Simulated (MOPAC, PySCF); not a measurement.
Constitutional and geometric isomers with formula H4B2N2. Gas-phase values, no solvent. One relaxed conformer stands for each flexible species; it need not be the lowest. Strings in code marks are SMILES.

Quantity: electronic energy of isomers of H4B2N2 relative to `B=NBN`, in eV. Semi-empirical values (MOPAC) are differences of heats of formation.

Level 1: PBE-D3(BJ)/def2-TZVP // PBE0-D4/def2-TZVP (PySCF)
Level 2: PBE/6-31G* // PBE0-D4/def2-TZVP (PySCF)
Level 3: PM6 // PBE0-D4/def2-TZVP (MOPAC)
Level 4: PM7 // PBE0-D4/def2-TZVP (MOPAC)

```tsv
species	level 1	level 2	level 3	level 4
`BNB=N`	0.63	0.71	0.51	0.212
`N=BBN`	0.87	1.06	1.23	1.13
```
